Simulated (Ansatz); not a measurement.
Total energies of C9H17NOZr (`C[O][Zr]1234([CH3])([N](C)C)[C@H]5[C@@H]1[C@@H]2[C@@H]3[C@H]54`).

```xyz
29

C    -2.010   -0.491   -2.765
O    -1.353   -0.447   -1.547
Zr   -0.031   -0.336   -0.140
C    -0.381   -2.242    1.021
N    -0.597    1.099    1.199
C    -0.004    2.145    1.982
C    -2.028    1.034    1.408
C     2.405    0.085    0.482
C     2.078    1.007   -0.535
C     1.827    0.280   -1.718
C     1.991   -1.091   -1.428
C     2.348   -1.212   -0.067
H    -1.301   -0.444   -3.602
H    -2.583   -1.421   -2.860
H    -2.708    0.349   -2.863
H    -0.168   -3.144    0.435
H     0.199   -2.304    1.947
H    -1.443   -2.278    1.297
H     1.074    2.193    1.823
H    -0.425    3.131    1.731
H    -0.175    1.991    3.058
H    -2.526    1.978    1.140
H    -2.276    0.808    2.456
H    -2.488    0.247    0.796
H     2.635    0.326    1.510
H     2.021    2.080   -0.429
H     1.539    0.698   -2.672
H     1.847   -1.907   -2.121
H     2.534   -2.135    0.460
```

Total charge 0; spin multiplicity 1. Correlated methods include outer-core shells of Zr, which these sets cover unevenly. Zr: def2 effective core potential. Geometry: relaxed with PBE0-D4/def2-TZVP. It is one conformer, not always the lowest. Basis def2-TZVPP, Ansatz 0.2.0.

RPA on PBE orbitals: Hartree–Fock energy of these orbitals -526.69385 Eh, correlation -3.74001 Eh (frozen core).

```tsv
functional	energy without D4 (Eh)	D4 term (kJ/mol)
LDA (SPW92)	-526.13224	–
PBE	-529.90101	-77.2
BLYP	-530.25939	-160.8
r2SCAN	-530.26793	-23.0
B97M-V	-530.52618	–
B3LYP	-530.54522	-121.0
r2SCANh	-530.22966	-24.3
r2SCAN0	-530.17531	-26.5
HSE06 (plane-wave form)	-529.90149	-63.2
BHLYP	-530.12107	-94.3
CAM-B3LYP	-530.21883	-68.9
LC-ωPBE	-530.22014	–
ωB97M-V	-530.21942	–
B2PLYP	-530.01721	–
```

Problem. Give the same for revPBE, PBE0, ωB97X-V, PBE-QIDH. (Estimate.)

Solution. Computed: 
```csv
functional,energy without D4 (Eh),D4 term (kJ/mol)
revPBE,-530.40246,-216.8
PBE0,-529.93049,-67.2
ωB97X-V,-530.35432,–
PBE-QIDH,-529.81660,–
```

B3LYP takes the VWN-RPA correlation (the form of Gaussian; ORCA's B3LYP/G). HSE06 is the plane-wave form, built on full-range PBE exchange. The double hybrids freeze the cores in their second-order part.

LC-ωPBE has ω = 0.4 bohr⁻¹.
